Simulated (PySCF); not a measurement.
A small calculation by hand: oscillator strength and radiative lifetime

ClHOSn, SMILES [OH][Sn][Cl] (connectivity only; charge and spin as stated), neutral, multiplicity 1.

Geometry optimised at PBE-D3(BJ)/def2-TZVP. The def2 effective core potentials stand for the cores of Sn; spin–orbit coupling is left out. One conformer was computed; it need not be the lowest.

TDA-LC-ωPBE/def2-SVPD run with PySCF puts the first singlet state with f over 0.02 at 4.62 eV (vertical), with the transition dipole (0.000, 0.000, -0.887) in atomic units.

Question: Find the oscillator strength, the wavelength and the radiative lifetime that this transition would have in vacuum if emission retraced absorption.

Answer: 
|μ|² = 0.7868 au, so |μ| = 2.25 D. ΔE = 4.62/27.211 = 0.1698 hartree. f = (2/3) ΔE |μ|² = 0.089 (the program prints 0.089).
λ = 1239.84/4.62 = 268 nm; ν = 37263 cm⁻¹.
Einstein's coefficient A = 0.6670 ν² f s⁻¹ (ν in cm⁻¹) = 8.2e7 s⁻¹, so τ = 1/A = 12 ns. This state is S1. The figure is the radiative limit of this one transition; relaxation, internal conversion, crossing to triplets and a medium change what is measured.
